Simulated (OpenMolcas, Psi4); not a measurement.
# How methods differ on C2H5ClSi (SMILES ClC1C[SiH2]1)

C2H5ClSi: 9 atoms, total charge 0, spin state singlet. As SMILES, `ClC1C[SiH2]1`. The coordinates come from a PBE0-D4/def2-TZVP relaxation.

```xyz
9

Cl   -0.6102   -0.4166   -2.2543
C    -0.4426    0.3735   -0.6899
C     0.9304    0.3051   -0.0143
Si   -0.4175   -0.5751    0.9039
H    -0.8996    1.3566   -0.7145
H     1.6593   -0.3223   -0.5182
H     1.3457    1.2489    0.3241
H    -0.4528   -2.0481    0.8387
H    -1.0239    0.0318    2.1073
```

Each level gives the HOMO–LUMO gap (eV). The values are calculated.

```csv
level,kind,program,value (eV)
SVWN5/def2-SVP,LDA,OpenMolcas,4.96
BP86/def2-SVP (density fitting),GGA,Psi4,5.04
PBE/def2-SVP,GGA,OpenMolcas,5.03
revPBE/def2-SVP,GGA,OpenMolcas,5.06
TPSS/def2-SVP,meta-GGA,OpenMolcas,5.29
B3LYP/def2-SVP,global hybrid,OpenMolcas,6.69
M06-2X/def2-SVP,hybrid meta-GGA,OpenMolcas,9.04
B2PLYP/def2-SVP,double hybrid,OpenMolcas,9.39
```

The values span 4.96 to 9.39 eV. Orbital gaps aren't excitation energies, and those of double hybrids come from the SCF part alone; they tend to grow with the share of exact exchange.
